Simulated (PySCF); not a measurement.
O3S. Atoms are numbered in the order given.

```xyz
4

O      1.4266     0.0000     0.0000
S      0.0000     0.0000     0.0000
O     -0.7133    -1.2355     0.0000
O     -0.7133     1.2355     0.0000
```
Charge 0, spin multiplicity 1.

The structure is a stationary point at B3LYP-D3(BJ)/def2-TZVP.

These are PySCF with SMD-M06-2X/6-31G* values and carry that method's errors.

Solvation free energies are E(SMD) − E(gas) at the gas-phase geometry, for 1 M in both phases. In vacuum the dipole moment is 0.00 D.

Computed solvation free energies in water, N,N-dimethylformamide, cyclohexanone:
| solvent | ΔG(solv) (kcal/mol) | its non-electrostatic (CDS) part | dipole (D) |
|---|---|---|---|
| water | -3.2 | -0.1 | 0.00 |
| N,N-dimethylformamide | -5.8 | -3.7 | 0.00 |
| cyclohexanone | -5.0 | -3.1 | 0.00 |
